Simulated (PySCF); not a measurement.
# How methods differ on the ionisation energy of Kr²⁺

Kr²⁺ [Ar] 3d10 4s2 4p4 (3P) → Kr³⁺ [Ar] 3d10 4s2 4p3 (4S), as a difference of total energies. Computed with PySCF 2.14 in aug-cc-pVTZ-PP with one added diffuse shell each of s, d, f type with ECP10MDF (7s5p5d3f, 68 functions), with scalar relativity through the core potential. Correlated levels: valence: 3s2 3p6 3d10 frozen. The calculations carry no spin-orbit coupling.

| method | ionisation energy (eV) | difference from reference (eV) |
| --- | --- | --- |
| UHF | 34.336 | -1.502 |
| LDA | 35.728 | -0.110 |
| PBE | 35.440 | -0.398 |
| PBE0 | 35.482 | -0.356 |
| r2SCAN | 35.575 | -0.263 |
| r2SCANh | 35.573 | -0.265 |
| HSE06 | 35.534 | -0.304 |
| revPBE | 35.367 | -0.471 |
| CAM-B3LYP | 35.670 | -0.168 |
| MP2 (valence) | 35.057 | -0.781 |
| SCS-MP2 (valence) | 35.132 | -0.706 |

Reference: 35.838 ± 0.02 eV (measured; NIST Atomic Spectra Database, ionization energies).

The reference lies between the lowest fine-structure levels, while these numbers refer to the centres of the terms.

Errors of the correlated levels include the incompleteness of this basis and the frozen core.
